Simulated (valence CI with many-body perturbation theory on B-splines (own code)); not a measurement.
## E1 transitions of Ru28+

Computed by valence CI with perturbative core correlation (CI+MBPT): six valence electrons over a frozen Dirac-Fock core [Ne], a basis of 9 s, 9 p, 8 d, 6 f, 3 g, 1 h functions for each j, with the one-electron correlation potential Σ1, the two-electron term Σ2, the three-electron term Σ3, Breit, model QED; selected CI, second order for the rest, scaled by the run's own slope (own B-spline code, finite nucleus).

The last digits are not significant, and no measured levels were compared; by estimate large intervals hold to a few tenths of a per cent, small ones and those within an open d or f shell to about a per cent. Among the levels kept, up to 1500 cm⁻¹ of a level comes from second order outside the variational space, and about a tenth of that is noise between levels of different J, which matters for small intervals.

Lines 51 to 82 of 82 in falling wavelength, among levels below 1458100 cm⁻¹, chosen from the strongest by gf and those to the six lowest levels. Wavelengths and rates use the calculated energies. Electric multipoles are in the length gauge, E1 and E2 with the static RPA response of the core. Weak lines are less certain than strong ones. Lines between different terms over intervals too small for the method are left out, as are lines whose strength nearly cancels. The highest levels of a list are the least certain.

Levels are named by their leading jj configuration (3d3/2^4 stands for four electrons in 3d with j = 3/2), which in mixed levels can hold well under half, so a name can repeat and another be missing. Letters in brackets count levels of one name in rising energy.

| λ vac (Å) | Upper | Lower | A (s⁻¹) | log gf | Branch % |
| --- | --- | --- | --- | --- | --- |
| 91.14 | (3s^2 3p1/2 3p3/2^2 3d5/2) J=3 [b] | (3s^2 3p1/2 3p3/2^3) J=2 | 9.85e+07 | -3.07 | 0.3 |
| 91.13 | (3s^2 3p1/2^2 3p3/2 3d5/2) J=3 | (3s^2 3p1/2^2 3p3/2^2) J=2 | 2.40e+10 | -0.68 | 99.8 |
| 90.90 | (3s^2 3p1/2 3p3/2^2 3d5/2) J=0 | (3s^2 3p1/2 3p3/2^3) J=1 | 3.35e+10 | -1.38 | 100.0 |
| 89.99 | (3s^2 3p1/2 3p3/2^2 3d5/2) J=2 [a] | (3s^2 3p1/2 3p3/2^3) J=1 | 7.48e+09 | -1.34 | 27.3 |
| 89.93 | (3s^2 3p1/2 3p3/2^2 3d5/2) J=2 [b] | (3s^2 3p1/2 3p3/2^3) J=2 | 3.17e+10 | -0.72 | 18.2 |
| 89.54 | (3s^2 3p1/2 3p3/2^2 3d3/2) J=1 [b] | (3s^2 3p1/2 3p3/2^3) J=2 | 1.15e+08 | -3.38 | 0.0 |
| 89.18 | (3s^2 3p1/2 3p3/2^2 3d3/2) J=2 [c] | (3s^2 3p1/2 3p3/2^3) J=1 | 2.27e+10 | -0.87 | 10.8 |
| 89.05 | (3s 3p1/2 3p3/2^4) J=1 | (3s^2 3p1/2^2 3p3/2^2) J=2 | 1.59e+08 | -3.25 | 0.9 |
| 88.77 | (3s^2 3p1/2 3p3/2^2 3d5/2) J=1 [a] | (3s^2 3p1/2^2 3p3/2^2) J=0 | 1.86e+10 | -1.18 | 56.6 |
| 88.36 | (3s^2 3p1/2 3p3/2^2 3d3/2) J=1 [a] | (3s^2 3p1/2^2 3p3/2^2) J=2 | 2.04e+09 | -2.15 | 22.1 |
| 88.08 | (3s^2 3p1/2 3p3/2^2 3d3/2) J=3 [c] | (3s^2 3p1/2 3p3/2^3) J=2 | 2.59e+10 | -0.68 | 17.0 |
| 87.39 | (3s^2 3p1/2 3p3/2^2 3d3/2) J=2 [a] | (3s^2 3p1/2^2 3p3/2^2) J=2 | 3.17e+09 | -1.74 | 96.2 |
| 86.44 | (3s^2 3p1/2 3p3/2^2 3d5/2) J=2 [b] | (3s^2 3p1/2 3p3/2^3) J=1 | 6.12e+09 | -1.47 | 3.5 |
| 86.42 | (3s^2 3p1/2 3p3/2^2 3d3/2) J=1 [c] | (3s^2 3p1/2 3p3/2^3) J=2 | 1.23e+11 | -0.38 | 41.0 |
| 86.08 | (3s^2 3p1/2 3p3/2^2 3d3/2) J=1 [b] | (3s^2 3p1/2 3p3/2^3) J=1 | 2.48e+10 | -1.08 | 7.0 |
| 85.74 | (3s^2 3p1/2 3p3/2^2 3d3/2) J=3 [a] | (3s^2 3p1/2^2 3p3/2^2) J=2 | 3.14e+09 | -1.62 | 98.9 |
| 84.01 | (3s^2 3p1/2 3p3/2^2 3d5/2) J=3 [a] | (3s^2 3p1/2^2 3p3/2^2) J=2 | 2.60e+09 | -1.71 | 97.3 |
| 83.37 | (3s^2 3p1/2 3p3/2^2 3d5/2) J=1 [a] | (3s^2 3p1/2^2 3p3/2^2) J=2 | 3.65e+09 | -1.94 | 11.1 |
| 83.19 | (3s^2 3p1/2 3p3/2^2 3d3/2) J=1 [c] | (3s^2 3p1/2 3p3/2^3) J=1 | 1.43e+10 | -1.35 | 4.8 |
| 81.01 | (3s^2 3p1/2 3p3/2^2 3d5/2) J=1 [b] | (3s^2 3p1/2^2 3p3/2^2) J=0 | 4.01e+08 | -2.93 | 0.3 |
| 79.47 | (3s^2 3p1/2 3p3/2^2 3d3/2) J=2 [b] | (3s^2 3p1/2^2 3p3/2^2) J=2 | 1.87e+10 | -1.05 | 92.1 |
| 76.48 | (3s^2 3p1/2 3p3/2^2 3d5/2) J=1 [b] | (3s^2 3p1/2^2 3p3/2^2) J=2 | 9.70e+10 | -0.59 | 77.9 |
| 76.29 | (3s^2 3p1/2 3p3/2^2 3d3/2) J=1 [b] | (3s^2 3p1/2^2 3p3/2^2) J=0 | 4.06e+10 | -0.97 | 11.5 |
| 75.00 | (3s^2 3p1/2 3p3/2^2 3d5/2) J=2 [a] | (3s^2 3p1/2^2 3p3/2^2) J=2 | 1.99e+10 | -1.08 | 72.7 |
| 74.44 | (3s^2 3p1/2 3p3/2^2 3d3/2) J=2 [c] | (3s^2 3p1/2^2 3p3/2^2) J=2 | 1.88e+11 | -0.11 | 89.2 |
| 74.02 | (3s^2 3p1/2 3p3/2^2 3d3/2) J=1 [c] | (3s^2 3p1/2^2 3p3/2^2) J=0 | 1.58e+11 | -0.41 | 52.9 |
| 73.98 | (3s^2 3p1/2 3p3/2^2 3d3/2) J=3 [b] | (3s^2 3p1/2^2 3p3/2^2) J=2 | 1.99e+11 | 0.06 | 94.3 |
| 73.31 | (3s^2 3p1/2 3p3/2^2 3d5/2) J=3 [b] | (3s^2 3p1/2^2 3p3/2^2) J=2 | 3.93e+10 | -0.65 | 99.8 |
| 72.52 | (3s^2 3p1/2 3p3/2^2 3d5/2) J=2 [b] | (3s^2 3p1/2^2 3p3/2^2) J=2 | 1.36e+11 | -0.27 | 78.2 |
| 72.27 | (3s^2 3p1/2 3p3/2^2 3d3/2) J=1 [b] | (3s^2 3p1/2^2 3p3/2^2) J=2 | 2.89e+11 | -0.17 | 81.5 |
| 71.32 | (3s^2 3p1/2 3p3/2^2 3d3/2) J=3 [c] | (3s^2 3p1/2^2 3p3/2^2) J=2 | 1.26e+11 | -0.17 | 83.0 |
| 70.22 | (3s^2 3p1/2 3p3/2^2 3d3/2) J=1 [c] | (3s^2 3p1/2^2 3p3/2^2) J=2 | 3.41e+09 | -2.12 | 1.1 |
